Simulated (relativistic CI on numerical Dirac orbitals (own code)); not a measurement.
Calculated at this level of theory: Dirac-Coulomb-Breit CI, orbitals from a KLI potential per configuration, model QED (radiative potential, 1s self-energy scaled to tabulated hydrogen-like ionisation energies), unscaled Slater integrals (own radial code, finite nucleus).

The strongest absorption lines from the ground level of an ion, among the configurations computed and to levels below about 1020 eV (vacuum wavelength in Å, gf): 13.412 (0.37), 13.510 (0.79), 13.544 (0.78), 13.602 (0.21), 13.644 (0.19), 39.647 (0.23), 42.468 (1.8), 45.030 (0.75).

**Question.** Which ion is it?
A. Ce30+
B. Gd38+
C. Ce32+
D. Pm35+

**Answer.** C. Ce32+ has 26 electrons and the ground level 3s²3p⁶3d⁸ ³F4; the strongest line goes to 3s²3p⁵3d⁹ ³D°3. The pattern of lines fixes the number of electrons, and along that sequence the line energies rise steadily with the charge (about as its square where n changes within one kind of shell, about linearly where n is kept but much faster in heavy ions where fine structure, which grows about as Z⁴, sets the gap, and irregularly where shells cross), which fixes Z. Configurations outside the model, such as inner-shell arrays, can give stronger lines. At this charge energies of transitions that change n are usually good to better than 1 %, and those within a shell (Δn = 0) to a few per cent. Terms inside the open d or f shell come out 10 to 20 % too wide with unscaled integrals.

LS names give the leading component of a level, which can be under half, so a name can repeat, a term be missing and a line seem to break the LS rules.
